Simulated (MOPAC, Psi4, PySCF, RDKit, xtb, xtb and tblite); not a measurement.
Two geometries of C2H7Cl3Si3, SMILES Cl[Si](Cl)(Cl)[SiH2][SiH2]C=C, relaxed at GFN2-xTB with one dihedral held; other torsions can differ between them too.

Structure A

```
15

C     -2.7253    -0.4217     0.4643
C     -1.6706     0.3347     0.7264
Si    -0.7952     1.4269    -0.5342
Si     1.0598     0.2761    -1.3610
Si     0.9022    -2.0229    -1.0257
Cl     0.7972    -2.4593     0.9638
Cl     2.4050    -3.1630    -1.7744
Cl    -0.8212    -2.7451    -1.8442
H     -3.1844    -1.0584     1.2051
H     -3.1836    -0.4358    -0.5117
H     -1.2550     0.3029     1.7268
H     -0.4234     2.6814     0.1363
H     -1.7470     1.7778    -1.5966
H      2.3251     0.7165    -0.7527
H      1.2663     0.4950    -2.8008
```

Structure B

```
15

C      1.9728    -0.7094     0.6059
C      1.9131     0.6128     0.6294
Si     0.6286     1.6515    -0.2822
Si    -1.0759     0.3202    -1.1465
Si    -3.0204     1.5037    -1.6181
Cl    -2.6322     3.0389    -2.9057
Cl    -4.5416     0.4444    -2.4410
Cl    -3.7742     2.3666     0.0688
H      2.7301    -1.2680     1.1353
H      1.2591    -1.2981     0.0502
H      2.6603     1.1459     1.2059
H      0.1259     2.6511     0.6733
H      1.3429     2.3985    -1.3299
H     -0.6805    -0.3728    -2.3837
H     -1.4670    -0.7749    -0.2430
```

Q: Which is lower in energy at the level Psi4 1.11 with B3LYP-D3(BJ)/def2-SVP // GFN2-xTB, and by how much?

A: A is lower, by 1.53 kcal/mol (dihedral C2–Si3–Si4–Si5: 20° in A, 160° in B).

E(B) − E(A) in kcal/mol at the other levels, on the same two geometries: GFN2-xTB (xtb and tblite) 0.78; MMFF94 // GFN2-xTB (RDKit) 1.55; B3LYP/def2-SVP // GFN2-xTB (Psi4) 0.05; PBE/def2-SVP // GFN2-xTB (Psi4) 0.25; PBE-D3(BJ)/def2-SVP // GFN2-xTB (Psi4) 1.16; UFF // GFN2-xTB (RDKit) 0.61; AM1, restricted, heats of formation // GFN2-xTB (MOPAC) 1.65; PM6, restricted, heats of formation // GFN2-xTB (MOPAC) 0.67; GFN1-xTB // GFN2-xTB (xtb) -0.40; restricted B3LYP/6-31G*, spherical d, density fitting // GFN2-xTB (PySCF) -0.22; restricted LDA (SVWN5)/6-31G*, spherical d, density fitting // GFN2-xTB (PySCF) 0.72; restricted MP2 (frozen core)/3-21G // GFN2-xTB (PySCF) 0.46; restricted Hartree-Fock/LANL2DZ, with its core potentials past Ne // GFN2-xTB (PySCF) 0.12.
